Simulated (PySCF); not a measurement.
PySCF job for Si(Cl)2(H)(SeH) (Cl₂H₂SeSi), SMILES [SiH]([SeH])(Cl)Cl, C-PCM-M06-2X/def2-SVP. Coordinates come from a B3LYP-D3(BJ)/def2-SVP optimisation. This is a generated structure with no PubChem entry under its InChIKey; it may be hypothetical. Other conformers were not sampled.

```python
import numpy as np
from pyscf import gto, scf, dft
from pyscf.solvent import pcm

mol = gto.M(
    atom='''
    Si   -0.45273420    0.24799675    0.57316411
    Cl   -2.03489305   -0.82013625   -0.21298295
    Cl   -0.53685073    2.21234913   -0.06923182
    Se    1.42118599   -0.81123147   -0.16954033
    H    -0.56766113    0.26984530    2.04743021
    H     2.30526028    0.17245163    0.49029460
    ''',
    basis='def2-SVP',
    charge=0,
    spin=0,
    max_memory=1600,
    verbose=3,
)
mf = dft.RKS(mol, xc='m06-2x').density_fit(auxbasis='def2-universal-jkfit')
mf.grids.level = 4
mf.conv_tol = 1e-9
mf.max_cycle = 100
mf.kernel()
res = {}
for name, eps in {'water': 78.355, 'ethylethanoate': 5.9867, 'dimethylsulfoxide': 46.826}.items():
    s = mf.PCM()
    s.with_solvent.method, s.with_solvent.eps, s.with_solvent.lebedev_order = 'C-PCM', eps, 29
    s.kernel(mf.make_rdm1())
    res[name] = (s.e_tot, eps, s.dip_moment(), s.mo_energy, s.converged)
    print(f'{name}: electrostatic solvation free energy {(s.e_tot - mf.e_tot) * 627.509474:.3f} kcal/mol')
```

Output:

```
converged SCF energy = -3612.08416934018

WARN: PCM is an experimental feature. It is still in testing.
Features and APIs may be changed in the future.

converged SCF energy = -3612.08864252695
Dipole moment(X, Y, Z, Debye):  1.47888,  0.32003,  1.77636
water: electrostatic solvation free energy -2.807 kcal/mol

WARN: PCM is an experimental feature. It is still in testing.
Features and APIs may be changed in the future.

converged SCF energy = -3612.08782770349
Dipole moment(X, Y, Z, Debye):  1.39640,  0.28667,  1.67382
ethylethanoate: electrostatic solvation free energy -2.296 kcal/mol

WARN: PCM is an experimental feature. It is still in testing.
Features and APIs may be changed in the future.

converged SCF energy = -3612.08859567374
Dipole moment(X, Y, Z, Debye):  1.47407,  0.31805,  1.77037
dimethylsulfoxide: electrostatic solvation free energy -2.778 kcal/mol
```

Self-consistency was reached.

Cost: very roughly 120 core-seconds.
